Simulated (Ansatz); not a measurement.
Consider the redistribution: `[NH2][W]([NH2])(=[S])=[S]` + `[OH][SnH]([Cl])[SiH2]F` → `[NH2][W](=[S])(=[S])[Cl]` + `[NH2][SnH]([OH])[SiH2]F`.

Computed with Ansatz on PBE0-D4/def2-TZVP structures; ΔE is electronic, products minus reactants. CCSD(T)/CBS is the MP2 limit (def2-TZVPP, def2-QZVPP) plus CCSD(T) − MP2 in def2-TZVPP, frozen cores. Functionals use def2-TZVPP. def2 core potentials past Kr. For Sn, W outer-core shells are correlated without core-valence functions, which leaves a few kJ/mol of doubt a bond. One conformer a species, not always the lowest.

`[NH2][W]([NH2])(=[S])=[S]`:

```xyz
9

N     0.172   -0.993    1.326
W    -0.595    0.067   -0.095
N     0.783    0.885   -1.174
S    -1.718   -1.237   -1.349
S    -1.738    1.627    0.797
H     0.382   -1.975    1.244
H     0.373   -0.636    2.248
H     1.175    0.461   -2.001
H     1.166    1.800   -0.997
```

`[OH][SnH]([Cl])[SiH2]F`:

Cartesian coordinates in Å:
```
O -1.828 0.309 -1.462
Sn -0.034 -0.337 -1.018
Cl 1.467 1.230 -1.916
Si 0.514 -0.163 1.494
F -0.347 -1.232 2.320
H -1.991 1.214 -1.185
H 0.104 -1.774 -1.914
H 1.953 -0.442 1.714
H 0.162 1.197 1.967
```

`[NH2][W](=[S])(=[S])[Cl]`:

Z-matrix (Å, degrees):
```
W
S 1 2.120
S 1 2.120 2 111.1
N 1 1.913 2 107.9 3 118.0
Cl 1 2.264 2 109.9 3 -121.8
H 4 1.010 1 123.6 2 -144.4
H 4 1.010 1 123.6 2 24.3
```

`[NH2][SnH]([OH])[SiH2]F`:

Cartesian coordinates in Å:
```
N 1.148 -1.313 -1.082
Sn 0.715 0.065 0.334
O 1.294 1.770 -0.466
Si -1.801 0.434 0.756
F -2.577 -0.084 -0.553
H 0.390 -1.532 -1.714
H 1.526 -2.181 -0.725
H 1.720 -0.293 1.675
H 2.005 1.629 -1.097
H -2.131 1.866 0.960
H -2.290 -0.363 1.911
```

```json
{"level": "PBE0-D4", "ΔE (kcal/mol)": "10.2"}
{"level": "B2PLYP", "ΔE (kcal/mol)": "8.3"}
{"level": "CCSD/def2-TZVPP", "ΔE (kcal/mol)": "9.3"}
{"level": "CCSD(T)/def2-TZVPP", "ΔE (kcal/mol)": "8.1"}
{"level": "HF/def2-QZVPP", "ΔE (kcal/mol)": "13.6"}
{"level": "SCS-MP2/def2-QZVPP", "ΔE (kcal/mol)": "6.3"}
{"level": "HF/CBS(def2)", "ΔE (kcal/mol)": "13.7"}
{"level": "CCSD/CBS(def2)", "ΔE (kcal/mol)": "10.2"}
```

(1) What does CCSD(T)/CBS give? (Estimate.)

Largest T1 diagnostic among the species: 0.022, so the coupled-cluster value is less sure than usual.

Answers

(1) The calculation gave: +9.0 kcal/mol. The listed levels differ from it by 1.2, -0.7, 0.3, -0.9, 4.6, -2.7, 4.7, 1.2 kcal/mol.

From PBE to PBE0 (25 % exact exchange), in def2-TZVPP and without D4, ΔE moves by +0.8 kcal/mol. In def2-TZVPP, CCSD(T) changes the Hartree–Fock value by −5.4 kcal/mol (the triples alone add −1.2 kcal/mol) and MP2 by −8.9 kcal/mol.
